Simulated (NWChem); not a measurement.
System: CH₂F₂O₂Si; SMILES O=C[Si](F)(O)F

```xyz
8

O     -0.3106     2.2077     0.0244
C      0.5751     1.3729     0.1551
Si     0.0234    -0.4631    -0.0208
O     -1.5929    -0.3813    -0.3169
F      0.8192    -1.2146    -1.2190
F      0.3491    -1.3167     1.3204
H      1.6398     1.6946     0.3652
H     -1.8659     0.5611    -0.3298
```
Atoms are numbered in this order, from 1.

Level: PBE-D3(BJ)/def2-SVP (NWChem), optimised geometry, unscaled harmonic frequencies. 

| frequency (cm⁻¹) | IR intensity (km/mol) |
|---|---|
| 72 | 2.0 |
| 161 | 23.7 |
| 184 | 2.5 |
| 272 | 10.7 |
| 291 | 27.1 |
| 305 | 23.0 |
| 423 | 53.1 |
| 447 | 77.5 |
| 669 | 8.5 |
| 811 | 66.1 |
| 836 | 0.3 |
| 898 | 317.8 |
| 949 | 167.7 |
| 996 | 108.8 |
| 1337 | 12.0 |
| 1714 | 64.9 |
| 2800 | 108.1 |
| 3646 | 96.3 |

zero-point energy: 24.0 kcal/mol
thermal correction to the enthalpy at 298.15 K (with zero-point energy): 29.1 kcal/mol
heat capacity Cv: 23.1 cal/(mol K)
entropy at 298.15 K and 1 atm (symmetry number 1): 83.5 cal/(mol K)
dipole moment: 1.58 D

Rigid rotor and harmonic oscillator; modes under 100 cm⁻¹ make the entropy uncertain.
